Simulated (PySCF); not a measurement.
bromine monochloride cation (BrCl), SMILES BrCl (connectivity only; charge and spin as stated), charge +1, multiplicity 2.

Geometry: PBE0-D3(BJ)/def2-TZVP. The spin state was assumed, not searched.

All values below come from M06-2X/def2-TZVPD (PySCF).

The molecule is in vacuum.

| Item | Value |
|---|---|
| total energy | -3033.96233 hartree |
| point group | C∞v |
| α spin, highest occupied and lowest empty level | -17.31 and -9.19 eV |
| β spin, highest occupied and lowest empty level | -16.99 and -12.42 eV |
| dipole moment about the centre of nuclear charge | 0.32 D |
| ⟨S²⟩ | 0.755 (pure state 0.75) |
